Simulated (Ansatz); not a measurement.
Input for Ansatz (an electronic-structure program): R-CCSD(T)/aug-cc-pVDZ on C3H8O (a complex).

Ansatz 0.2 input:
```yaml
crystal:
  periodic: [false, false, false]
  atoms:
    - {symbol: H, position_ang: [-0.34819692, -0.23171982, -0.37029810]}
    - {symbol: H, position_ang: [-0.25523136, -0.43205205, 0.34241316]}
    - {symbol: C, position_ang: [0.47785392, -0.27660333, 5.14180017]}
    - {symbol: C, position_ang: [0.28825424, 0.02247112, 3.67150134]}
    - {symbol: C, position_ang: [0.35028577, 1.47823129, 3.26712781]}
    - {symbol: O, position_ang: [0.09688174, -0.85735026, 2.86396154]}
    - {symbol: H, position_ang: [1.46926033, 0.05265599, 5.46380681]}
    - {symbol: H, position_ang: [-0.24951239, 0.27830614, 5.73943911]}
    - {symbol: H, position_ang: [0.36990721, -1.34316267, 5.32349870]}
    - {symbol: H, position_ang: [0.25221105, 1.57434641, 2.18873937]}
    - {symbol: H, position_ang: [-0.45184249, 2.03451982, 3.75927385]}
    - {symbol: H, position_ang: [1.29207402, 1.92416623, 3.59617624]}
basis:
  gaussian:
    orbitals: aug-cc-pVDZ
magnetization: {spin_polarized: false}
correlation: {method: ccsd_t, electrons: outside_noble_gas}
scf: {lower_state_search: off}
```

The head of its log:

```
WARN ansatz: RAYON_NUM_THREADS=2 ignored (pool sized by the plan → 2); use --threads N
Functional definition: HF
these checks for a lower state are left out or cut short: stability, starts, cluster_reference, orbital_swaps, neighbouring_geometries, increment
integrals: 0.55 GiB planned
1603 factors; integrals over basis functions are off by at most 9.1e-4 eV
mean field: 0.50 GiB planned
mean field evaluation 1: about -5250.8904 eV, gradient 4.0e1 eV
mean field evaluation 2: about -5250.8910 eV, gradient 4.0e1 eV
mean field evaluation 4: about -5254.9075 eV, gradient 5.5e0 eV
mean field evaluation 8: about -5255.0060 eV, gradient 4.5e-1 eV
mean field -5255.00768085 eV, -193.1179702990 hartree, gradient 2.4e-6 eV, S^2 0.000000; 0 other end points of the search recorded, 0 dependent functions left out
4 core orbitals not correlated
reference -5255.00768085 eV, -193.1179702990 hartree; 13, 13 occupied and 147, 147 virtual orbitals, 1603 factors
```

What total energy does the run end on?

-193.8436 hartree (reference determinant -193.1180, T1 diagnostic 0.013).
